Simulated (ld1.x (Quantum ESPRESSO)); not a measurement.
**Cutoff test, Cl, TM**

```json
{
  "Element": "Cl (Z = 17)",
  "Generator": "ld1.x (Quantum ESPRESSO) 7.5",
  "Type": "norm-conserving Troullier–Martins (Kleinman–Bylander form)",
  "Functional": "LDA (PZ)",
  "Relativity": "scalar-relativistic",
  "Frozen core": "[Ne]",
  "Valence charge": "7",
  "Reference configuration": "3s2 3p5",
  "Partial waves": "3s (bound): rc 1.15 bohr; 3p (bound): rc 1.10 bohr",
  "Local potential": "all-electron potential smoothed inside 0.90 bohr (lloc = -1)",
  "Core correction": "none"
}
```

The pseudo-atom Hamiltonian at the reference potential is diagonalised in spherical Bessel functions j_l(qr) that vanish at 20 bohr, with q² up to the cutoff. All-electron valence levels (Ry): 3s -1.5210, 3p -0.6398.

Task: How do the lowest levels (Ry) of each channel move with the cutoff, and are there ghosts?

Result:

```csv
cutoff (Ry),s #1,s #2,p #1,p #2,d #1,f #1,Σ f·Δε (mRy)
8,-1.3945,-0.0191,-0.5722,0.0377,0.0757,0.1195,592.0
21,-1.5012,-0.0219,-0.6258,0.0365,0.0756,0.1195,110.4
40,-1.5165,-0.0223,-0.6262,0.0365,0.0755,0.1195,77.5
70,-1.5204,-0.0248,-0.6349,0.0363,0.0755,0.1195,26.5
110,-1.5208,-0.0253,-0.6393,0.0362,0.0755,0.1195,3.5
200,-1.5211,-0.0253,-0.6398,0.0362,0.0755,0.1195,0.3
400,-1.5211,-0.0253,-0.6399,0.0362,0.0755,0.1195,0.0
```

Result: no extra level below or beside the all-electron valence levels (s, p, d, f tested); 10 mRy is reached at 90 Ry and 1 mRy at 160 Ry.
